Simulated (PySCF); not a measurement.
CH6ClFOSi2, SMILES O[Si@@]([SiH2]C)(F)Cl.

The structure is a stationary point at B3LYP-D3(BJ)/def2-SVP. The structure was generated by enumeration; whether it is a known compound was not checked. The values are those of a single conformer.

Level of theory: TDDFT-PBE/def2-SVPD (PySCF).

Vertical excitations. Isolated molecule, no solvent.

Q: List the lowest excited states. (The exact figures need the calculation; the answer reports its results.)

A: 
```csv
state,energy (eV),λ (nm),f,main pairs
S1,6.53,190,0.063,HOMO→LUMO 85 %
S2,6.76,183,0.020,"HOMO→LUMO+1 50 %, HOMO−1→LUMO 24 %, HOMO→LUMO+2 15 %"
S3,6.92,179,0.035,"HOMO−1→LUMO 61 %, HOMO→LUMO+2 29 %"
S4,7.00,177,0.002,HOMO−1→LUMO+1 92 %
S5,7.06,176,0.150,"HOMO→LUMO+2 40 %, HOMO→LUMO+1 30 %, HOMO−1→LUMO 11 %"
S6,7.21,172,0.023,"HOMO−2→LUMO 65 %, HOMO−2→LUMO+1 19 %"
S7,7.28,170,0.010,HOMO−1→LUMO+2 93 %
S8,7.36,168,0.018,"HOMO−3→LUMO 43 %, HOMO−2→LUMO+1 40 %, HOMO−4→LUMO 7 %"
S9,7.40,167,0.064,"HOMO−3→LUMO 41 %, HOMO−2→LUMO+1 20 %, HOMO−2→LUMO 15 %, HOMO−2→LUMO+2 6 %"
S10,7.45,166,0.010,"HOMO−4→LUMO 50 %, HOMO−3→LUMO+1 31 %, HOMO−2→LUMO+1 12 %"
T1,5.92,209,0,HOMO→LUMO 85 %
T2,6.03,206,0,HOMO→LUMO+1 82 %
T3,6.51,190,0,HOMO→LUMO+2 90 %
T4,6.66,186,0,HOMO−1→LUMO 98 %
```
Triplets are in the Tamm–Dancoff approximation, which puts them higher than full response would, so one can lie above its singlet here.
